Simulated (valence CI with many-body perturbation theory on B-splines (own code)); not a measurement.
Level structure of Pr19+

Computed by configuration interaction combined with many-body perturbation theory (CI+MBPT): four valence electrons over a frozen Dirac-Fock core [Kr], radial functions for each j: 7 s, 7 p, 8 d, 6 f, 4 g, 1 h, with the one-electron correlation potential Σ1 (screened to all orders), the two-electron term Σ2, the three-electron term Σ3, Breit, model QED; selected single and double excitations, second order for the rest, scaled by the run's own slope (own B-spline code, finite nucleus).

No measured levels were compared; by estimate terms of the open shell hold to 2 to 4 % of their energy, and close levels can change places. Only levels of the ground parity were solved; by the run's estimate the other parity begins above the list, which can be wrong where configurations are misplaced.

Levels 1 to 32 of 32, with energies above the lowest level, (4d3/2^4) J=0. "Leading %" is the weight of the configuration and term that name the level; weights of strongly mixed levels are sums over their largest components and can fall short, so below about 35 % the name and the second component can differ from the true leading terms, or belong to a minority configuration. In the jj column 3d3/2^4 stands for four electrons in 3d with j = 3/2.

| No. | Configuration | Term | J | E (eV) | Leading % | g | Second component | Leading jj |
| --- | --- | --- | --- | --- | --- | --- | --- | --- |
| 1 | 4d4 | 5D | 0 | 0.000 | 52 |  | 42 % 4d4 3P | 4d3/2^4 (86 %) |
| 2 | 4d4 | 5D | 1 | 2.469 | 78 | 1.498 | 21 % 4d4 3P | 4d3/2^3 4d5/2 (89 %) |
| 3 | 4d4 | 5D | 2 | 4.199 | 84 | 1.442 | 5 % 4d4 3P | 4d3/2^2 4d5/2^2 (48 %) |
| 4 | 4d4 | 5D | 3 | 5.291 | 73 | 1.393 | 14 % 4d4 3F | 4d3/2^3 4d5/2 (45 %) |
| 5 | 4d4 | 5D | 4 | 5.556 | 38 | 1.248 | 30 % 4d4 3F | 4d3/2^3 4d5/2 (76 %) |
| 6 | 4d4 | 5D | 0 | 7.880 | 46 |  | 36 % 4d4 3P | 4d3/2^2 4d5/2^2 (82 %) |
| 7 | 4d4 | 3H | 4 | 8.239 | 48 | 1.084 | 35 % 4d4 5D | 4d3/2^2 4d5/2^2 (71 %) |
| 8 | 4d4 | 3G | 3 | 9.285 | 61 | 0.940 | 16 % 4d4 5D | 4d3/2^2 4d5/2^2 (55 %) |
| 9 | 4d4 | 3F | 2 | 9.553 | 52 | 0.914 | 21 % 4d4 1D | 4d3/2^2 4d5/2^2 (58 %) |
| 10 | 4d4 | 3H | 5 | 10.014 | 73 | 1.077 | 27 % 4d4 3G | 4d3/2^2 4d5/2^2 (99 %) |
| 11 | 4d4 | 3P | 1 | 10.396 | 65 | 1.296 | 20 % 4d4 3D | 4d3/2^2 4d5/2^2 (77 %) |
| 12 | 4d4 | 3H | 6 | 10.790 | 64 | 1.106 | 35 % 4d4 1I | 4d3/2^2 4d5/2^2 (94 %) |
| 13 | 4d4 | 3G | 4 | 11.694 | 65 | 1.027 | 26 % 4d4 1G | 4d3/2^2 4d5/2^2 (88 %) |
| 14 | 4d4 | 3D | 2 | 11.992 | 44 | 1.174 | 34 % 4d4 3P | 4d3/2^2 4d5/2^2 (86 %) |
| 15 | 4d4 | 3D | 3 | 12.222 | 43 | 1.175 | 40 % 4d4 3F | 4d3/2^2 4d5/2^2 (76 %) |
| 16 | 4d4 | 3F | 4 | 13.020 | 44 | 1.173 | 21 % 4d4 5D | 4d3/2 4d5/2^3 (61 %) |
| 17 | 4d4 | 3F | 3 | 14.138 | 46 | 1.092 | 24 % 4d4 3G | 4d3/2 4d5/2^3 (83 %) |
| 18 | 4d4 | 1D | 2 | 14.597 | 35 | 1.096 | 34 % 4d4 3P | 4d3/2^2 4d5/2^2 (52 %) |
| 19 | 4d4 | 3G | 5 | 15.038 | 73 | 1.153 | 27 % 4d4 3H | 4d3/2 4d5/2^3 (99 %) |
| 20 | 4d4 | 3D | 1 | 15.368 | 77 | 0.729 | 17 % 4d4 3P | 4d3/2 4d5/2^3 (83 %) |
| 21 | 4d4 | 1I | 6 | 15.559 | 64 | 1.057 | 35 % 4d4 3H | 4d3/2 4d5/2^3 (94 %) |
| 22 | 4d4 | 3F | 4 | 16.590 | 50 | 1.113 | 38 % 4d4 1G | 4d3/2^2 4d5/2^2 (70 %) |
| 23 | 4d4 | 3P | 2 | 17.049 | 58 | 1.291 | 23 % 4d4 3D | 4d3/2^2 4d5/2^2 (54 %) |
| 24 | 4d4 | 1S | 0 | 17.356 | 65 |  | 34 % 4d4 3P | 4d3/2 4d5/2^3 (83 %) |
| 25 | 4d4 | 1F | 3 | 17.960 | 52 | 1.074 | 27 % 4d4 3D | 4d3/2 4d5/2^3 (87 %) |
| 26 | 4d4 | 3F | 2 | 18.513 | 45 | 1.065 | 42 % 4d4 3P | 4d3/2^2 4d5/2^2 (54 %) |
| 27 | 4d4 | 1G | 4 | 20.834 | 43 | 1.112 | 42 % 4d4 3F | 4d5/2^4 (69 %) |
| 28 | 4d4 | 3F | 3 | 21.003 | 73 | 1.066 | 24 % 4d4 1F | 4d3/2 4d5/2^3 (98 %) |
| 29 | 4d4 | 3P | 1 | 21.171 | 96 | 1.473 |  | 4d3/2 4d5/2^3 (94 %) |
| 30 | 4d4 | 1D | 2 | 21.332 | 43 | 1.007 | 30 % 4d4 3F | 4d5/2^4 (49 %) |
| 31 | 4d4 | 3P | 0 | 22.011 | 72 |  | 26 % 4d4 1S | 4d3/2^2 4d5/2^2 (56 %) |
| 32 | 4d4 | 1G | 4 | 22.174 | 60 | 1.082 | 31 % 4d4 3F | 4d3/2 4d5/2^3 (80 %) |

The ionisation energy to 4d3 4F_3/2 of the next ion comes out as 555.47 eV (NIST: 554 ± 4 eV (theoretical)). All 32 levels together are meant to be complete up to 22.899 eV.
